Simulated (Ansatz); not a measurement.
Method: Ansatz (an electronic-structure program) with frozen-core CCSD(T)/cc-pVTZ // PBE-D3(BJ)/def2-TZVP.

Ansatz 0.2 input:
```yaml
crystal:
  periodic: [false, false, false]
  atoms:
    - { symbol: N, position_ang: [-1.446066, -0.935795, 0.02334] }
    - { symbol: C, position_ang: [-0.966305, 0.243392, 0.012897] }
    - { symbol: N, position_ang: [0.402428, 0.52697, -0.007038] }
    - { symbol: C, position_ang: [1.491533, -0.341108, -0.019925] }
    - { symbol: O, position_ang: [1.457878, -1.5494, -0.015787] }
    - { symbol: H, position_ang: [-2.470982, -0.886546, 0.037254] }
    - { symbol: H, position_ang: [-1.553941, 1.179532, 0.018032] }
    - { symbol: H, position_ang: [0.643608, 1.514275, -0.013491] }
    - { symbol: H, position_ang: [2.441845, 0.248683, -0.035281] }
basis:
  gaussian: { orbitals: cc-pVTZ }
correlation:
  method: ccsd_t
```

Output:

```
Functional definition: HF
1214 factors; integrals over basis functions are off by at most 1.4e-3 eV
mean field evaluation 1: about -7121.2684 eV, gradient 4.9e1 eV
mean field evaluation 2: about -7121.5510 eV, gradient 4.9e1 eV
mean field evaluation 4: about -7126.6954 eV, gradient 5.3e0 eV
mean field evaluation 8: about -7126.8044 eV, gradient 6.2e-1 eV
mean field evaluation 16: about -7126.8075 eV, gradient 3.4e-6 eV
mean field -7126.80754374 eV, -261.9053465088 hartree, gradient 3.4e-6 eV, S^2 0.000000; 0 other end points of the search recorded, 0 dependent functions left out
5 core orbitals not correlated
reference -7126.80754374 eV, -261.9053465088 hartree; 14, 14 occupied and 187, 187 virtual orbitals, 1214 factors
second order -26.03886580 eV of doubles, -0.00000000 eV of singles
cycle   1  -25.57662332 eV  change    4.6e-1 eV  update   1.3e-1
cycle   2  -26.27578278 eV  change   -7.0e-1 eV  update   4.0e-2
cycle   3  -26.45614098 eV  change   -1.8e-1 eV  update   2.1e-2
cycle   4  -26.43726305 eV  change    1.9e-2 eV  update   5.5e-3
cycle   5  -26.43342902 eV  change    3.8e-3 eV  update   2.5e-3
cycle   6  -26.43510771 eV  change   -1.7e-3 eV  update   7.8e-4
cycle   7  -26.43476621 eV  change    3.4e-4 eV  update   2.9e-4
cycle   8  -26.43452593 eV  change    2.4e-4 eV  update   9.5e-5
cycle   9  -26.43454019 eV  change   -1.4e-5 eV  update   3.8e-5
cycle  10  -26.43455335 eV  change   -1.3e-5 eV  update   1.4e-5
perturbative correction -1.23511966 eV, -0.0453898102 hartree
Total energy: -7154.47721674 eV, -262.9221882365 hartree
```

Cost: about 110 core-seconds (a rough figure).
